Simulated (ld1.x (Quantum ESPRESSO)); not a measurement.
**Varying the TM potential for rubidium (Rb)**

Base potential:

ld1.x (Quantum ESPRESSO) 7.5 input, shortened:

```
&input
   title='Rb', zed=37., rel=1, dft='PW91', iswitch=3,
   config='[Kr] 4d-2 5s1 5p0'
 /
 &inputp
   pseudotype=2, tm=.true., lloc=0,
   nlcc=.true., new_core_ps=.true., rcore=2.95
 /
3
5P  2  1   0.00   0.00  3.80  3.80  0.0
4D  3  2  -2.00  -0.05  3.90  3.90  0.0
5S  1  0   1.00   0.00  3.35  3.35  0.0
 &test
   configts(1)='5s1 5p0'
 /
```

Cutoffs, loose and tight: the cutoffs (Ry, on a coarse ladder) from which the occupation-weighted sum of valence levels, in a spherical-Bessel basis at the reference potential, stays within 10 and 1 mRy of its value at 400 Ry. They do not see the model core or the augmentation charge, which bear on the density cutoff. Test errors are all-electron minus pseudo excitation energies from the reference, over the configurations 5s0.5 5p0; 5s0 5p1. A dash means not determined; rows that change the core or the reference have their own tests.

A true bound ghost makes a file unfit for plane-wave use even where its test errors are small: the radial tests pick states by their node count and pass the ghost by.

```tsv
change	outcome	cutoff, loose	cutoff, tight	bound ghosts	largest test error (meV)
base	generated	6 Ry	6 Ry	none	-7.5
wave 5p (bound): rc 3.80 bohr becomes 5p (bound): rc 4.74 bohr	generated	6 Ry	6 Ry	none	-10.0
fully relativistic	generated	6 Ry	6 Ry	none	-7.4
functional PBE	generated	6 Ry	6 Ry	none	-6.5
core correction Bessel-smoothed model core inside 2.44 bohr	generated	6 Ry	6 Ry	none	-7.8
wave 4d channel at -0.05 Ry: rc 3.90 bohr becomes 4d channel at -0.05 Ry: rc 5.04 bohr	generated	6 Ry	6 Ry	none	-7.5
```

**Question.** What comes out with this change to the base: wave 4d channel at -0.05 Ry: rc 3.90 bohr becomes 4d channel at 1.05 Ry: rc 3.90 bohr?

**Answer.** outcome: generated; cutoff, loose: 6 Ry; cutoff, tight: 6 Ry; bound ghosts: d; largest test error (meV): -7.5.

**Question.** What comes out with this change to the base: core [Ar] 3d10, valence charge 9; reference 4s2 4p6 4d0 5s0 5p0; waves now 4s (bound): rc 2.40 bohr; 4p (bound): rc 2.40 bohr; 4d (bound): rc 4.20 bohr; local potential all-electron potential smoothed inside 3.60 bohr (lloc = -1); core correction none?

**Answer.** outcome: generated; cutoff, loose: 15 Ry; cutoff, tight: 30 Ry; bound ghosts: none; largest test error (meV): -1935.

**Question.** What comes out with this change to the base: local potential the d channel?

**Answer.** outcome: generated; cutoff, loose: 6 Ry; cutoff, tight: 6 Ry; bound ghosts: s; largest test error (meV): -2.8.
